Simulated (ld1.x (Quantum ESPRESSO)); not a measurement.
Be: variants of one TM potential

Base potential:

Be (Z = 4), norm-conserving Troullier–Martins (Kleinman–Bylander form), made with ld1.x (Quantum ESPRESSO) 7.5 (PBE, scalar-relativistic). Core none, reference 1s2 2s2 2p0. Waves: 2p (bound, empty): rc 4.20 bohr; 1s (bound): rc 0.35 bohr. Local part: the s channel. Core correction: none.

Occupied shells without a wave of their own: 2s. They enter only through the test configuration that unscreens the potential.

Cutoffs, loose and tight: the cutoffs (Ry, on a coarse ladder) from which the occupation-weighted sum of valence levels, in a spherical-Bessel basis at the reference potential, stays within 10 and 1 mRy of its value at 400 Ry. They do not see the model core or the augmentation charge, which bear on the density cutoff. Test errors are all-electron minus pseudo excitation energies from the reference, over the configurations 1s2 2s1 2p0; 1s2 2s0 2p0; 1s2 2s1.5 2p0; 1s1 2s2 2p0; 1s2 2s0 2p2; 1s2 2s1 2p1; 1s2 2s0 2p1. A dash means not determined; rows that change the core or the reference have their own tests. The largest error is taken over the tests solved by every variant that gives reliable tests at all: 1s1 2s2 2p0; 1s2 2s0 2p0; 1s2 2s1 2p0; 1s2 2s1.5 2p0.

Cutoffs are not given where the Bessel-basis levels miss the radial ones by over 6 mRy, ghosts where they miss by over 20 mRy; a channel whose overlap is not positive is not tested.

```tsv
change	outcome	cutoff, loose	cutoff, tight	bound ghosts	largest test error (meV)
base	generated	–	–	none	+24
all radii scaled by about 0.75 (s 0.26, p 3.14 bohr)	generated	–	–	not determined	+7.4
all radii scaled by about 0.85 (s 0.30, p 3.58 bohr)	generated	–	–	not determined	+12
all radii scaled by about 0.93 (s 0.32, p 3.90 bohr)	generated	–	–	not determined	+16
all radii scaled by about 1.09 (s 0.38, p 4.60 bohr)	generated	over 300 Ry	over 300 Ry	none	+42
all radii scaled by about 1.19 (s 0.42, p 4.98 bohr)	generated	over 300 Ry	over 300 Ry	none	+68
all radii scaled by about 1.35 (s 0.48, p 5.68 bohr)	generated	over 300 Ry	over 300 Ry	none	+116
```

(1) What comes out with this change to the base: all radii scaled by about 1.27 (s 0.44, p 5.32 bohr)?

## Answers

(1) outcome: generated; cutoff, loose: over 300 Ry; cutoff, tight: over 300 Ry; bound ghosts: none; largest test error (meV): +85.
